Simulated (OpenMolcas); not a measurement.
# Tc2+: effect of the IPEA shift

```json
{"Program": "OpenMolcas", "Basis": "ANO-RCC-VTZP [7s6p4d2f1g]", "Scalar Hamiltonian": "DKH2, point nucleus", "Active space": "5 electrons in 9 orbitals (RAS2 4d 5s; RAS3 5p, at most 2 electrons)", "State averaging": "2S+1 = 6 even, 6 roots; 2S+1 = 4 even, 74 roots kept (CI in the orbitals of an earlier block); 2S+1 = 2 even, 81 roots kept (CI in the orbitals of an earlier block); 2S+1 = 6 odd, 15 roots; 2S+1 = 4 odd, 53 roots kept (CI in the orbitals of an earlier block, 40 in the spin-orbit step); 2S+1 = 2 odd, 9 roots kept (CI in the orbitals of an earlier block, 0 in the spin-orbit step)", "Spin-orbit coupling": "RASSI with atomic mean-field integrals over the reference wave functions, term energies averaged over their components"}
```

Methods on the same reference wave functions:
A. RASSCF
B. MS-RASPT2, IPEA 0 Eh, imaginary shift 0.1 Eh (closed shells correlated: 4s 4p)
C. MS-RASPT2, IPEA 0.25 Eh, imaginary shift 0.1 Eh (closed shells correlated: 4s 4p)

Energies in cm-1 above 4d5 6S 5/2.

```json
{"Level": "4d5 6S 5/2", "A": "0.0", "B": "0.0", "C": "0.0"}
{"Level": "4d5 4G 5/2", "A": "24909", "B": "20470", "C": "20560"}
{"Level": "4d5 4G 7/2", "A": "25054", "B": "20650", "C": "20730"}
{"Level": "4d5 4G 11/2", "A": "25100", "B": "20710", "C": "20790"}
{"Level": "4d5 4G 9/2", "A": "25141", "B": "20760", "C": "20840"}
{"Level": "4d5 4P 5/2 [60 %]", "A": "27573", "B": "22120", "C": "22330"}
{"Level": "4d5 4P 3/2 [63 %]", "A": "27861", "B": "22440", "C": "22650"}
{"Level": "4d5 4P 1/2", "A": "28256", "B": "22950", "C": "23160"}
{"Level": "4d5 4D 7/2", "A": "30162", "B": "24050", "C": "24300"}
{"Level": "4d5 4D 1/2", "A": "30546", "B": "24610", "C": "24840"}
{"Level": "4d5 4D 3/2 [63 %]", "A": "30868", "B": "25030", "C": "25260"}
{"Level": "4d5 4D 5/2 [63 %]", "A": "30900", "B": "25030", "C": "25270"}
{"Level": "4d5 2I 11/2", "A": "36163", "B": "30410", "C": "30770"}
{"Level": "4d5 2I 13/2", "A": "36492", "B": "30810", "C": "31160"}
{"Level": "4d5 2D 5/2(1) [56 %]", "A": "38452", "B": "31200", "C": "31660"}
{"Level": "4d5 2D 3/2(1) [67 %]", "A": "39483", "B": "31960", "C": "32390"}
{"Level": "4d5 4F 9/2", "A": "41135", "B": "33130", "C": "33460"}
{"Level": "4d5 4F 5/2", "A": "41555", "B": "33650", "C": "33950"}
{"Level": "4d5 4F 3/2 [67 %]", "A": "42182", "B": "34370", "C": "34720"}
{"Level": "4d5 2F 5/2(1) [51 %]", "A": "43070", "B": "35690", "C": "36170"}
{"Level": "4d4 5s 6D 1/2", "A": "43800", "B": "45330", "C": "44910"}
{"Level": "4d4 5s 6D 3/2", "A": "44129", "B": "45670", "C": "45250"}
{"Level": "4d4 5s 6D 5/2", "A": "44644", "B": "46200", "C": "45770"}
{"Level": "4d5 2H 11/2", "A": "44772", "B": "37550", "C": "38070"}
```

Between B and C the level of the table that moves most is 4d5 2H 11/2, by 520 cm-1 (lowest in B, highest in C). Moves below CASPT2's spread within the term are not significant.

From A to B the spin-free energies of the other terms of 4d5 shown, above 6S, scale by factors of 0.80 to 0.84, as is usual when dynamic correlation screens the repulsion within a d or f shell.

The lowest spin-free term lies below A's lowest term by 0.385 hartree in B, 0.372 hartree in C.

CASPT2 does not keep the components of a term degenerate, so their means are used; among the terms shown or strongly mixed into the levels shown the widest spread is 130 cm-1 (4d5 4F, C). Some high roots are left out of the spin-orbit mixing, which shifts the levels that they would mix with. Terms from blocks run as CI alone lack orbitals of their own. A single d shell beside an s shell can misplace configurations of different d count against each other. Without dynamic correlation excited terms often stand tens of per cent too high (terms of higher spin than the ground term too low), and those without a measured partner can miss by more than the paired ones (holds for A). Blocks of more than 70 roots (2S+1 = 4 even, 2 even) ran without multistate coupling (holds for B; C). Only configurations of the active space appear. Levels that lie high or do not pair safely by name in every column are left out.

A share in square brackets marks a mixed level and gives the weight of the term that names it, the lowest over the columns. A number in round brackets counts repeated terms of one configuration in the order of the reference energies.
